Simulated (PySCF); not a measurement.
SnBr₂, SMILES [Br][Sn][Br] (connectivity only; charge and spin as stated), neutral, multiplicity 1. Atoms are numbered in the order given.

```xyz
3

Sn     0.0000     0.0000     0.9565
Br     0.0000    -1.9692    -0.6832
Br     0.0000     1.9692    -0.6832
```

Coordinates come from a PBE-D3(BJ)/def2-SVP optimisation. The isomer is the one that the SMILES or the coordinates give; other isomers of the formula were not compared. The def2 effective core potentials stand for the cores of Sn; spin–orbit coupling is left out.

All values below come from B3LYP/def2-TZVPD in PySCF.

Mulliken values depend strongly on the basis, most of all with diffuse functions as here. ESP charges are fitted to the potential on shells at 1.4 to 2.0 van der Waals radii. Atomic charges (e):

| atom | ESP fit | Mulliken |
|---|---|---|
| Sn1 | (withheld) | 0.70 |
| Br2 | (withheld) | -0.35 |
| Br3 | (withheld) | -0.35 |

Complete the blanks. (The exact figures need the calculation; the answer reports its results.)


- Sn1, ESP fit: 0.44
- Br2, ESP fit: -0.22
- Br3, ESP fit: -0.22
